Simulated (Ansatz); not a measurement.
`NB([SeH])CO` → B• + C• + 6 H• + N• + O• + Se•  (atomization)

Gas-phase electronic energies from Ansatz, PBE0-D4/def2-TZVP geometries. CCSD(T)/CBS is the MP2 limit (def2-TZVPP, def2-QZVPP) plus CCSD(T) − MP2 in def2-TZVPP, frozen cores. This one scheme is used for every species, atoms too. DFT in def2-TZVPP. B3LYP here is the variant with VWN-RPA as its local correlation; programs differ in this. Open shells (•) are unrestricted, without spin–orbit coupling. Spin–orbit coupling would lower the free atoms: a little for B, C, O; clearly for Se. For Se outer-core shells are correlated without core-valence functions, so the limit isn't a true one: a few kJ/mol of doubt a bond, and 10 to 20 or more in all where bonds break to atoms. Scalar relativity is left out up to krypton. Each species was taken in one conformer, which may not be the lowest.

```json
{"level": "r2SCAN-D4", "ΔE (kJ/mol)": "4054.1", "difference from CCSD(T)/CBS": "12.3"}
{"level": "PBE0-D4", "ΔE (kJ/mol)": "4056.4", "difference from CCSD(T)/CBS": "14.6"}
{"level": "B3LYP-D4", "ΔE (kJ/mol)": "4049.4", "difference from CCSD(T)/CBS": "7.6"}
{"level": "ωB97X-V", "ΔE (kJ/mol)": "4051.8", "difference from CCSD(T)/CBS": "10.0"}
{"level": "ωB97M-V", "ΔE (kJ/mol)": "4053.9", "difference from CCSD(T)/CBS": "12.1"}
{"level": "B2PLYP", "ΔE (kJ/mol)": "3999.5", "difference from CCSD(T)/CBS": "-42.3"}
{"level": "r2SCAN", "ΔE (kJ/mol)": "4048.6", "difference from CCSD(T)/CBS": "6.8"}
{"level": "HF/def2-TZVPP", "ΔE (kJ/mol)": "2839.5", "difference from CCSD(T)/CBS": "-1202.3"}
{"level": "MP2/def2-TZVPP", "ΔE (kJ/mol)": "3999.9", "difference from CCSD(T)/CBS": "-41.9"}
{"level": "CCSD/def2-TZVPP", "ΔE (kJ/mol)": "3859.3", "difference from CCSD(T)/CBS": "-182.5"}
{"level": "CCSD(T)/def2-TZVPP", "ΔE (kJ/mol)": "3925.9", "difference from CCSD(T)/CBS": "-115.9"}
{"level": "HF/def2-QZVPP", "ΔE (kJ/mol)": "2842.9", "difference from CCSD(T)/CBS": "-1198.9"}
{"level": "MP2/def2-QZVPP", "ΔE (kJ/mol)": "4067.6", "difference from CCSD(T)/CBS": "25.8"}
{"level": "SCS-MP2/def2-QZVPP", "ΔE (kJ/mol)": "4053.4", "difference from CCSD(T)/CBS": "11.6"}
{"level": "HF/CBS(def2)", "ΔE (kJ/mol)": "2843.5", "difference from CCSD(T)/CBS": "-1198.3"}
{"level": "CCSD/CBS(def2)", "ΔE (kJ/mol)": "3975.2", "difference from CCSD(T)/CBS": "-66.6"}
{"level": "CCSD(T)/CBS", "ΔE (kJ/mol)": "4041.8", "difference from CCSD(T)/CBS": "0"}
```

Largest T1 diagnostic among the species: 0.014.

From PBE to PBE0 (25 % exact exchange), in def2-TZVPP and without D4, ΔE moves by −87.7 kJ/mol: exact exchange takes away binding that semilocal exchange gives to molecules. The D4 term adds +36.0 kJ/mol with B3LYP and +18.9 kJ/mol with PBE0; it sums over pairs of atoms, weighted by their polarisabilities, and B3LYP, whose exchange is more repulsive, gets the larger term.

For atomizations the MP2-based limit and the directly extrapolated one differ by several kJ/mol either way, and by 10 to 25 for some Ge, Se and Sn compounds, so smaller differences from it don't rank the levels.
